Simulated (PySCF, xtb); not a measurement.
Interaction energy of H2O ··· F4Si (SMILES O and F[Si](F)(F)F). Monomers: optimised at B3LYP-D3(BJ) (def2-TZVP), held rigid. Orientation: lowest of the rigid-body minima from ten starts at GFN2-xTB. Only R, the distance of the centres of mass, is varied, so the lowest point isn't the relaxed dimer. The table gives interaction energies.

```tsv
R / Å	A	B	C
2.16	18.26	2.78	14.31
2.41	2.25	-10.42	-1.85
2.56	-2.32	-13.23	-5.38
2.78	-5.27	-13.78	-6.39
2.94	-5.80	-12.83	-5.68
3.17	-5.43	-10.70	-4.10
3.50	-4.19	-7.39	-2.16
3.76	-3.25	-5.09	-1.23
4.26	-1.77	-2.19	-0.41
4.98	-0.56	-0.71	-0.10
5.95	-0.14	-0.26	-0.02
7.32	-0.04	-0.09	-0.01
```

Energies in kcal/mol.

**Question.** Which curve belongs to which method? The methods are GFN1-xTB (xtb); restricted Hartree-Fock/3-21G, no counterpoise correction run with PySCF; restricted B3LYP/6-31G*, spherical d, no counterpoise correction (PySCF 2.14.0).

**Answer.** A is RKS-B3LYP/6-31G*; B is RHF/3-21G; C is GFN1-xTB.
